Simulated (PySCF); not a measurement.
A structure optimised at PBE0-D3(BJ)/def2-SVP, used in a PySCF frequency run:

```xyz
10

C     -2.6532     0.4464     0.0000
C     -1.5518    -0.5654     0.0000
C     -0.2672    -0.3011     0.0000
C      1.0088    -0.0300     0.0000
F      1.7501     0.1238     1.0786
F      1.7501     0.1238    -1.0786
H     -3.2970     0.3101    -0.8842
H     -2.2641     1.4730     0.0000
H     -3.2970     0.3101     0.8842
H     -1.8631    -1.6214     0.0000
```
Charge 0, spin multiplicity 1.

Task: Write its SMILES, formula and point group.

Result: CC=C=C(F)F, C₄H₄F₂, Cs

Task: What are its rotational constants (standard atomic weights)?

Result: 8.6106, 1.7779, 1.5937 GHz
